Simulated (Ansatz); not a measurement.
```yaml
crystal:
  periodic: [false, false, false]
  atoms:
    - {symbol: O, position_ang: [1.189676, -2.268255, -1.255535]}
    - {symbol: C, position_ang: [0.629001, -1.544805, -0.535043]}
    - {symbol: N, position_ang: [0.323594, 1.391926, 0.800844]}
    - {symbol: Sn, position_ang: [0.023594, 1.091926, 0.800844]}
    - {symbol: Cl, position_ang: [-0.469906, 2.285466, -1.148784]}
    - {symbol: H, position_ang: [-1.339963, 1.224558, 1.857821]}
basis:
  gaussian: {orbitals: def2-SVP}
magnetization: {spin_polarized: true, initial_magnetization: 1}
hamiltonian: {xc: {name: B3LYP5}}
output: {forces: true}
```

```sh
$ ansatz run in.yaml --threads 4 --pin off --events-out ev --progress --plain --max-ram 10444MiB
```

Shortened log:

```
Functional definition: B3LYP5
967 factors; integrals over basis functions are off by at most 6.9e-4 eV
mean field evaluation 1: about -21594.6634 eV, gradient 3.9e1 eV
mean field evaluation 2: about -21586.8171 eV, gradient 5.9e1 eV
mean field evaluation 4: about -21600.2413 eV, gradient 4.4e0 eV
mean field evaluation 8: about -21600.7414 eV, gradient 8.3e-1 eV
mean field evaluation 16: about -21600.7456 eV, gradient 1.5e-3 eV
a density is far from that of the atoms, so the factors are made again for it
1071 factors; integrals over basis functions are off by at most 4.3e-4 eV
mean field -21600.74559116 eV, -793.8127589638 hartree, gradient 2.7e-5 eV, S^2 0.753908; 0 other end points of the search recorded, 0 dependent functions left out
reference -21600.74581844 eV, -793.8127673164 hartree; 31, 30 occupied and 60, 61 virtual orbitals, 1071 factors
Total energy: -21600.74581844 eV, -793.8127673164 hartree
Atom 0 at     1.189676    -2.268255    -1.255535 Å, force    -1.901103     2.473034     2.368591 eV/Å
Atom 1 at     0.629001    -1.544805    -0.535043 Å, force     1.861903    -3.152718    -2.624945 eV/Å
Atom 2 at     0.323594     1.391926     0.800844 Å, force  5715.253600  5720.713700   -10.198261 eV/Å
Atom 3 at     0.023594     1.091926     0.800844 Å, force -5712.181018 -5723.155056    12.124965 eV/Å
Atom 4 at    -0.469906     2.285466    -1.148784 Å, force     0.311936     3.505435    -3.577849 eV/Å
Atom 5 at    -1.339963     1.224558     1.857821 Å, force    -3.345318    -0.384395     1.907499 eV/Å
Dipole moment:     0.396222    -0.325819     0.363806 e Å
```

In this input one atom was put on top of another. Self-consistency was reached. The result belongs to that input, not to the molecule as meant.
